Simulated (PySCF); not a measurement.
C₅HF₆N.
Numbering: `[N:1]#[C:2][CH:3]=[C:4]([C:5]([F:6])([F:7])[F:8])[C:9]([F:10])([F:11])[F:12]` (hydrogens: H13 on C3)

Geometry (PBE0-D3(BJ)/def2-SVP, Å), atoms numbered from 1 in this order:
```xyz
13
C5HF6N angstrom
N     -2.4104    2.1880    1.0158
C     -1.3866    1.6616    0.8855
C     -0.1011    1.0606    0.7631
C      0.1675   -0.0236    0.0246
C     -0.9012   -0.7421   -0.7808
F     -0.3992   -1.7902   -1.4238
F     -1.4374    0.0783   -1.6795
F     -1.8745   -1.1723    0.0166
C      1.5747   -0.5709   -0.0264
F      1.6117   -1.8201    0.4258
F      2.0379   -0.5648   -1.2724
F      2.4007    0.1596    0.7207
H      0.7090    1.5377    1.3223
```

All values: PBE0/def2-SVPD (PySCF, non-relativistic), on one gas-phase PBE0-D3(BJ)/def2-SVP geometry that isn't relaxed in the solvent. The solvent is an IEF-PCM continuum (cavity from Bondi-type radii × 1.2). Only the electrostatic response of the medium enters.

Gas phase at PBE0/def2-SVPD: HOMO -9.61 eV, LUMO -3.26 eV, dipole 2.44 D.

Task: What does the continuum do to the energy, the frontier levels and the dipole at PBE0/def2-SVPD in dichloromethane and water?

Result: 
```tsv
solvent	ε	E(solvent) − E(gas) (kcal/mol)	polarisation term (kcal/mol)	distortion of the solute (kcal/mol)	HOMO (eV)	LUMO (eV)	dipole (D)
dichloromethane	8.93	-4.75	-5.70	0.95	-9.37	-2.96	3.19
water	78.36	-5.72	-7.11	1.39	-9.33	-2.91	3.34
```

The first energy column is the sum of the next two and covers electrostatics alone. From dichloromethane to water the lowering changes by a factor 1.21, Onsager's factor (ε − 1)/(2ε + 1) by 1.17 and ε itself by 8.8.

Task: Which radius a makes the point-dipole formula ΔE = −[(ε − 1)/(2ε + 1)]·μ²/a³ give the value in water, with the gas-phase dipole?

Result: μ = 0.961 au and |ΔE| = 0.00912 Eh give a = 1.95 Å; the farthest nucleus lies 3.41 Å from the centroid of the nuclei, so such a sphere wouldn't even hold the nuclei. The formula assumes a rigid point dipole at the centre of a sphere.

Task: Give the dipole vector in the frame of the coordinates (D, pointing from negative to positive charge), gas and water.

Result: Gas (2.33, 0.16, 0.71), solvent (3.19, 0.21, 0.97). Its length changes by +37 % and its direction by less than 1°.

Task: How does the static polarisability (PBE0/def2-SVPD, frozen core, with the continuum's full static response) change?

Result: 
```tsv
medium	isotropic (au)	principal values (au)	⟨r²⟩ of the electrons (bohr²)
gas	69.3	50.7, 62.4, 94.8	1772.9
dichloromethane	85.5	62.5, 75.8, 118.1	1775.1
water	89.0	65.7, 78.6, 122.5	1775.6
```

The isotropic value in water is 1.28 times the gas-phase one; no cavity-field correction is applied. ⟨r²⟩ is taken about the centre of nuclear charge.
